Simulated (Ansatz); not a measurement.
An input meant for ReS₂ (charge 0, doublet).

```yaml
crystal:
  periodic: [false, false, false]
  atoms:
    - {symbol: Re, position_ang: [-0.698006, 0.181282, 0.016998]}
    - {symbol: S, position_ang: [-0.095252, -1.770608, -0.334534]}
    - {symbol: S, position_ang: [0.793258, 1.589325, 0.317526]}
basis:
  gaussian: {orbitals: def2-SVPD}
magnetization: {spin_polarized: true, initial_magnetization: 2}
hamiltonian: {xc: {name: r2SCAN50}}
scf: {omitted_lower_state_checks: [starts]}
```

```sh
$ ansatz run in.yaml --threads 2 --pin off --events-out ev --progress --plain --max-ram 4352MiB
```

It prints (some lines left out):

```
Error: a molecule whose nuclei and cores have a total charge of 47 cannot have a net charge of 0 together with 2 unpaired electrons
```

Question: What is wrong with this run?

Answer: The number of unpaired electrons doesn't fit the electron count. The program refused the input.
